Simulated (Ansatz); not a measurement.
**Calibrating BHLYP-D4/def2-TZVPP on Si-containing radicals**

The atomisation energy (no zero-point term) in kJ/mol of 7 Si-containing radicals: x at BHLYP-D4/def2-TZVPP, y at CCSD(T)/CBS estimate. Shapes, held fixed at every level: PBE0-D4/def2-TZVP. Flexible molecules stand in one conformer, not always the lowest. Programs: Ansatz 0.2.0.

```
                        molecule  x (kJ/mol)  y (kJ/mol)
 Si2NH6 (SMILES [SiH3][N][SiH3])        2600        2614
                   SiH(CH3)(NH2)        2987           ?
                   SiH(CH2)(OH)2        3261        3382
                  B(SiH2)(SiH3)2        3456        3460
  C2H7OSi (SMILES [CH2]C[SiH2]O)        3906        3996
CH7O2Si2 (SMILES O[SiH]C[SiH2]O)        4150        4284
       C2H8NSi (SMILES CC[SiH]N)        4186        4264
```

Question: Fit y = c + s·x to the known rows and predict y for SiH(CH3)(NH2).

Answer: 
1. Means of the 6 rows: x = 3593.17, y = 3666.7.
2. Σ(Δx)² = 1874909, Σ(Δx·Δy) = 1969275, so the slope is 1969275/1874909 = 1.0503.
3. Intercept: 3666.7 − (1.0503) × 3593.17 = -107.2. The largest residual of the fit is 64.
4. SiH(CH3)(NH2): -107.2 + 1.0503 × 2987 = 3030 kJ/mol.

CCSD(T)/CBS estimate gives 3043 kJ/mol, so the prediction is off by -13 kJ/mol, within the largest residual. Uncorrected, BHLYP-D4/def2-TZVPP misses SiH(CH3)(NH2) by -56 kJ/mol, and the other rows by 74 on average. The line removes about 75 % of this miss, partly by chance. Left out in turn, the other rows are missed by 46 kJ/mol on average. Open shells run unrestricted. The CBS estimate extrapolates MP2 from def2-TZVPP and def2-QZVPP and adds CCSD(T) − MP2 in the triple-zeta set, cores frozen.
